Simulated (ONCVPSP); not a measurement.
**An odd input for ONCVPSP 4.0.1 (Ti)**

Command:

```bash
oncvpsp.x < Ti.dat > Ti.out
```

Input:

```
# ATOM AND REFERENCE CONFIGURATION
# atsym  z   nc   nv     iexc    psfile
  Ti 22.00    5    2        4      upf
#
#   n    l    f
    1    0    2.00
    2    0    2.00
    2    1    6.00
    3    0    2.00
    3    1    6.00
    3    2    2.00
    4    0    1.00
#
# PSEUDOPOTENTIAL AND OPTIMIZATION
# lmax
    1
#
#   l,   rc,      ep,       ncon, nbas, qcut
    0    2.40    0.00    3    6    2.30
    1    2.00    0.40    4    8    4.10
    2    2.05    0.00    4    9    8.60
#
# LOCAL POTENTIAL
# lloc, lpopt,  rc(5),   dvloc0
    4    1    1.25    3.00
#
# VANDERBILT-KLEINMAN-BYLANDER PROJECTORs
# l, nproj, debl
    0    2    1.90
    1    2    2.60
    2    2    1.50
#
# MODEL CORE CHARGE
# icmod, fcfact, rcfact
    2    0.25    1.00
#
# LOG DERIVATIVE ANALYSIS
# epsh1, epsh2, depsh
   -2.00    5.00    0.02
#
# OUTPUT GRID
# rlmax, drl
    6.00    0.01
#
# TEST CONFIGURATIONS
# ncnf
    4
# nvcnf
#   n    l    f
    2
    3    2    2.00
    4    0    2.00
#
    2
    3    2    2.00
    4    0    0.00
#
    2
    3    2    1.00
    4    0    0.00
#
    3
    3    2    1.00
    4    0    2.00
    4    1    1.00
#
```

This is an input that runs to its end, with one change: lmax lowered by one with the lists unchanged. The unchanged file is no sound one. Note: ghosts flagged at negative energy: p at -27.3 eV; GHOST(+) flagged for s at 24.5 eV. A true bound ghost makes a file unfit for plane-wave use.

How does the run end?

The program refuses the input: "Read ERROR, input data file line 21".

```
ONCVPSP  (Optimized Norm-Conservinng Vanderbilt PSeudopotential)
scalar-relativistic version 4.0.1

Read ERROR, input data file line  21
Program will stop
```
